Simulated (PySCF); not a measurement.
Two species compared at the same levels of theory.

First species: C₅H₈N₂O.
SMILES: `CCOC1=NC=CN1`

Second species: C3H9PSi.
SMILES: `C=CC[SiH2]P`

Levels: PBE0/def2-SVPD for dipole moment, HOMO energy, LUMO energy, HOMO–LUMO gap, static isotropic polarisability and electronic spatial extent ⟨r²⟩ about the centre of nuclear charge; TDDFT PBE0/def2-SVPD for lowest singlet excitation; TDA PBE0/def2-SVPD for lowest triplet excitation (Tamm–Dancoff); GFN2-xTB for rotational constant A and rotational constant C. Geometries: GFN2-xTB. All species are isolated and taken at one optimised geometry, non-relativistic unless stated; the electronic structure was computed with PySCF and density fitting.

The conformers computed, where there is a choice (atom-mapped SMILES and torsion angles):
- `[CH3:1][CH2:2][O:3][c:4]1[n:5][cH:6][cH:7][nH:8]1`: C1–C2–O3–C4 -74°, C2–O3–C4–N5 0°
- `[CH2:1]=[CH:2][CH2:3][SiH2:4][PH2:5]`: C1–C2–C3–Si4 -107°, C2–C3–Si4–P5 -50°, H–P5–Si4–C3 83°, H–P5–Si4–C3 176°

```
                                                         property   column X   column Y
                                                    dipole moment     0.65 D     2.03 D
                                                      HOMO energy   -7.26 eV   -6.05 eV
                                                      LUMO energy    0.01 eV    0.73 eV
                                                    HOMO–LUMO gap    7.27 eV    6.78 eV
                                        lowest singlet excitation    6.40 eV    5.63 eV
                         lowest triplet excitation (Tamm–Dancoff)    4.30 eV    4.42 eV
                                  static isotropic polarisability    92.3 au    75.3 au
electronic spatial extent ⟨r²⟩ about the centre of nuclear charge  908 bohr²  985 bohr²
                                            rotational constant A  4.830 GHz  5.342 GHz
                                            rotational constant C  1.371 GHz  1.239 GHz
```

Which column belongs to which species?

Column X is the second species and column Y the first. The first has 16 atoms and 60 electrons, the second 14 and 56.

How does each property change from the first species to the second?

dipole moment -1.38 D; HOMO energy -1.21 eV; LUMO energy -0.72 eV; HOMO–LUMO gap +0.49 eV; lowest singlet excitation +0.77 eV; lowest triplet excitation (Tamm–Dancoff) -0.12 eV; static isotropic polarisability +17.0 au; electronic spatial extent ⟨r²⟩ about the centre of nuclear charge -77 bohr²; rotational constant A -0.512 GHz; rotational constant C +0.132 GHz.

On the first: S1 lies 1.15 eV below the HOMO–LUMO gap; its leading configuration is HOMO→LUMO, weight 0.95. A dipole of 2.03 D is allowed in C1, and pure rotational transitions are dipole-allowed.

On the second: The dipole equals about 2.2 × 10⁻³⁰ C·m (1 D = 3.33564 × 10⁻³⁰ C·m). The vertical singlet–triplet gap S1 − T1 is 2.10 eV (TDDFT singlet less Tamm–Dancoff triplet; S1: HOMO−1→LUMO, weight 0.80; T1: HOMO→LUMO, weight 0.81).
